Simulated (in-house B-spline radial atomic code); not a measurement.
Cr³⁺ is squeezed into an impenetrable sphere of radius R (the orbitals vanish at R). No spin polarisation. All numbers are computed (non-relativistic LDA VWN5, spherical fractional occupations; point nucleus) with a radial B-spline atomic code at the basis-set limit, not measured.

Energies in eV above the free ion in [Ar] 3d3:

```
R (bohr)  highest level (eV)   [Ar] 3d3  [Ne] 3s2 3p5 3d4  -dE/dV in [Ar] 3d3 (GPa)
    9.59               -39.6          0             43.94                  3.28e-08
    6.54               -39.6  0.0001082             43.94                  0.000635
    5.11               -39.6    0.00643             43.95                    0.0591
    4.14               -39.5    0.09167             44.05                      1.24
    3.89               -39.4     0.1795             44.15                      2.74
    2.85                 -37      3.065             47.53                      92.5
    2.55               -34.7      7.356             52.35                       291
    2.05               -24.4      35.17             82.07                      2350
       2               -22.5      41.45             88.62                      2940
    1.22                75.3      644.7             689.6                    142000
```

Task: Does [Ne] 3s2 3p5 3d4 fall below [Ar] 3d3 under compression?

Result: No, it stays above over the whole range.

The highest level is first positive in the row R = 1.22 bohr, pushed up by confinement above the zero of the free ion's potential. Each configuration is held fixed and needn't be the lowest in the sphere.
